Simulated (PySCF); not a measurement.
H4P2, SMILES PP. Atoms are numbered in the order given.

```xyz
6

P     -1.1175    -0.1312     0.0000
P      1.1175     0.1312     0.0000
H     -1.3225     0.8312     1.0246
H     -1.3225     0.8312    -1.0246
H      1.3225    -0.8312     1.0246
H      1.3225    -0.8312    -1.0246
```
Charge 0, spin multiplicity 1.

Geometry optimised at B3LYP-D3(BJ)/def2-TZVP.

These are PBE0/pcJ-1 in PySCF values and carry that method's errors.

Isotropic couplings with Fermi-contact, spin-dipole and both spin-orbit terms, one fixed conformer, no vibrational averaging. Isotopes: 1H, 31P.

```json
[
 {"pair": "P1–P2", "bonds apart": "1", "J (Hz)": "5.9"},
 {"pair": "P1–H3", "bonds apart": "1", "J (Hz)": "138.6"},
 {"pair": "P1–H4", "bonds apart": "1", "J (Hz)": "138.6"},
 {"pair": "P2–H5", "bonds apart": "1", "J (Hz)": "138.6"},
 {"pair": "P2–H6", "bonds apart": "1", "J (Hz)": "138.6"},
 {"pair": "P1–H5", "bonds apart": "2", "J (Hz)": "[?]"},
 {"pair": "P1–H6", "bonds apart": "2", "J (Hz)": "[?]"},
 {"pair": "P2–H3", "bonds apart": "2", "J (Hz)": "[?]"},
 {"pair": "P2–H4", "bonds apart": "2", "J (Hz)": "[?]"},
 {"pair": "H3–H4", "bonds apart": "2", "J (Hz)": "-12.8"},
 {"pair": "H5–H6", "bonds apart": "2", "J (Hz)": "-12.8"},
 {"pair": "H3–H5", "bonds apart": "3", "J (Hz)": "[?]"},
 {"pair": "H3–H6", "bonds apart": "3", "J (Hz)": "[?]"},
 {"pair": "H4–H5", "bonds apart": "3", "J (Hz)": "[?]"},
 {"pair": "H4–H6", "bonds apart": "3", "J (Hz)": "[?]"}
]
```

Problem. Fill in the missing entries. (An estimate is asked for; the answer gives what the named calculation found.)

Solution. 
- P1–H5, J (Hz): 12.2
- P1–H6, J (Hz): 12.2
- P2–H3, J (Hz): 12.2
- P2–H4, J (Hz): 12.2
- H3–H5, J (Hz): -0.8
- H3–H6, J (Hz): 17.5
- H4–H5, J (Hz): 17.5
- H4–H6, J (Hz): -0.8
